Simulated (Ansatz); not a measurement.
Input file for Ansatz (a program for electronic structure): R-wB97X-V/def2-TZVPP on C3H6O2 (SMILES COC(C)=O), a point of a torsion scan.

Ansatz 0.2 input:
```yaml
crystal:
  periodic: [false, false, false]
  atoms:
    - {symbol: C, position_ang: [1.83859470, 0.16955174, 0.15329510]}
    - {symbol: O, position_ang: [0.48119992, 0.10617094, 0.56826129]}
    - {symbol: C, position_ang: [-0.42454333, -0.10436403, -0.39674195]}
    - {symbol: C, position_ang: [-1.81931422, -0.13001753, 0.16894192]}
    - {symbol: O, position_ang: [-0.13825729, -0.23661681, -1.55613518]}
    - {symbol: H, position_ang: [1.98166943, 0.99020950, -0.55251399]}
    - {symbol: H, position_ang: [2.42505198, 0.33278349, 1.05358746]}
    - {symbol: H, position_ang: [2.13008030, -0.76422129, -0.33161119]}
    - {symbol: H, position_ang: [-2.43287401, -0.81852756, -0.40450383]}
    - {symbol: H, position_ang: [-2.24687523, 0.86709971, 0.08085419]}
    - {symbol: H, position_ang: [-1.79472412, -0.41218989, 1.21656160]}
basis:
  gaussian:
    orbitals: def2-TZVPP
hamiltonian:
  xc: {name: wB97X-V}
scf: {lower_state_search: off}
```

It printed:

```
WARN ansatz: RAYON_NUM_THREADS=1 ignored (pool sized by the plan → 1); use --threads N
Functional definition: wB97X-V
these checks for a lower state are left out or cut short: stability, starts, cluster_reference, orbital_swaps, neighbouring_geometries, increment
integrals: 0.19 GiB planned
1196 factors; their error is unknown
integrals: 0.22 GiB planned
297 factors; integrals over basis functions are off by at most 1.0e-5 eV
mean field: 1.60 GiB planned
mean field evaluation 1: about -7298.9394 eV, gradient 5.3e1 eV
mean field evaluation 2: about -7299.5140 eV, gradient 5.4e1 eV
mean field evaluation 4: about -7303.9337 eV, gradient 2.8e0 eV
mean field evaluation 8: about -7303.9610 eV, gradient 5.3e-2 eV
mean field evaluation 16: about -7303.9513 eV, gradient 8.9e-5 eV
mean field -7303.95126515 eV, -268.4152581983 hartree, gradient 4.9e-6 eV, S^2 0.000000; 0 other end points of the search recorded, 0 dependent functions left out
reference -7303.95126323 eV, -268.4152581276 hartree; 20, 20 occupied and 219, 219 virtual orbitals, 1196 factors
Total energy: -7303.95126323 eV, -268.4152581276 hartree
Checks for a lower state left out: stability, starts, cluster_reference, orbital_swaps, neighbouring_geometries, increment
```

The run converged.

Cost: very roughly 10 core-seconds.
